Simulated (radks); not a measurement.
Results of a calculation; reference values are marked as such.
Ti, 22 electrons, occupied as [Ar] 3d2 4s2.

Level of theory: scalar-relativistic Kohn-Sham, PBE, spin-polarised, spherical densities, finite nucleus; open shells are filled with parallel spins first; Fermi nuclear charge, rms radius 3.5921 fm (a radial shooting solver on a logarithmic mesh with Libxc functionals).

Energy parts (hartree):
| part | energy |
|---|---|
| total | -853.59003 |
| kinetic | 860.77552 |
| electron-nucleus | -2029.43603 |
| Hartree | 357.02822 |
| exchange-correlation | -41.95774 |

Orbitals (lengths in bohr, moments of r in powers of bohr; r(90%) holds 90 % of the orbital's charge):
orbital  occ.  eigenvalue (hartree)  r(90%)
1s up       1             -178.9177   0.124
1s down     1             -178.9181   0.124
2s up       1             -19.73113   0.505
2s down     1             -19.71164   0.505
2p up       3             -16.32325   0.477
2p down     3             -16.30820   0.476
3s up       1              -2.32435    1.51
3s down     1              -2.26040    1.51
3p up       3              -1.45087    1.67
3p down     3              -1.38746    1.68
3d up       2              -0.17711    2.81
3d down     0              -0.12260    3.11
4s up       1              -0.17158    5.22
4s down     1              -0.15338    5.46

The highest occupied level is 4s down at -4.174 eV. Spin moment in Bohr magnetons: 2.
